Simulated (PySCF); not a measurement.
# Relaxation of singlet K₂Cl₂

Level of theory: PBE0/[K def2-TZVP, Cl def2-TZVP], no relativity, density fitting, PySCF. A (50,194) grid was used.

A hand-made butterfly start, of C2v symmetry, held to at least that symmetry:

```xyz
4
charge 0 multiplicity 1, angstrom
K     1.9600    0.0000   -0.8372
K    -1.9600    0.0000   -0.8372
Cl    0.0000    1.6225    0.9328
Cl    0.0000   -1.6225    0.9328
```

Q: What forces act on the atoms at the start (eV/Å)?

A: 
```tsv
atom	Fx	Fy	Fz
K1	-0.47	0.00	0.94
K2	0.47	0.00	0.94
Cl3	0.00	0.48	-0.94
Cl4	0.00	-0.48	-0.94
```

Q: What does it relax to?

A: It ends at D2h with K–Cl 2.884 Å (×4); Cl–K–Cl 94.8° (×2), K–Cl–K 85.2° (×2) (after a last refinement on a finer grid). A frequency run shows a minimum.

Q: How much energy is released, and in how many steps?

A: 139.2 kJ/mol in 13 steps.
